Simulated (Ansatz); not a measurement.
Total energies of the cluster CaTe2 (the lowest singlet isomer of a short search) from Ansatz at PBE-D4/def2-TZVP, gas phase (1 Eh = 27.2114 eV = 2625.5 kJ/mol). The reference geometry is relaxed at r2SCAN-D4/def2-TZVP.

| atom | x (Å) | y (Å) | z (Å) |
| --- | --- | --- | --- |
| Ca1 | 0.220 | 1.606 | -0.075 |
| Te2 | 0.284 | -0.793 | 1.400 |
| Te3 | -0.504 | -0.812 | -1.325 |

```tsv
state	geometry	energy (Eh)
charge 0 singlet	reference	-1213.50668
charge 1 doublet	reference	-1213.27705
charge 1 doublet	relaxed at r2SCAN-D4/def2-TZVP	-1213.28225
charge 0 triplet	relaxed at r2SCAN-D4/def2-TZVP	-1213.47922
charge 0 quintet	relaxed at r2SCAN-D4/def2-TZVP	-1213.41088
free Ca atom (singlet)	–	-677.32879
free Te atom (triplet)	–	-267.97310
```

In the def2 sets Te takes a core potential; there is no spin–orbit coupling.

Problem. Work out the vertical ionisation energy to the doublet.

Solution. E(charge 1 doublet) − E(charge 0 singlet) = -1213.27705 − (-1213.50668) = 0.22963 Eh = 6.25 eV. For comparison, −ε of the highest occupied level is 3.78 eV at this level, 2.47 eV less.

Problem. How much does the charge 1 doublet relax, and what is the adiabatic ionisation energy?

Solution. Relaxation: -1213.27705 − (-1213.28225) = 0.00520 Eh = 0.14 eV. Adiabatic ionisation energy: 0.22443 Eh = 6.11 eV, without zero-point energy. 

Problem. Which of the charge 0 states is lowest, and how far above it are the others?

Solution. The singlet. triplet: -1213.47922 − (-1213.50668) = 0.02746 Eh = 72.1 kJ/mol; quintet: -1213.41088 − (-1213.50668) = 0.09580 Eh = 251.5 kJ/mol.

Problem. What is the binding energy per atom against free atoms?

Solution. Atoms: 1 × (-677.32879) + 2 × (-267.97310) = -1213.27499 Eh. Binding: -1213.27499 − (-1213.50668) = 0.23169 Eh = 6.30 eV, or 2.10 eV for each of 3 atoms (no zero-point energy, no counterpoise term).

The structure comes from a short search, and lower isomers may exist.
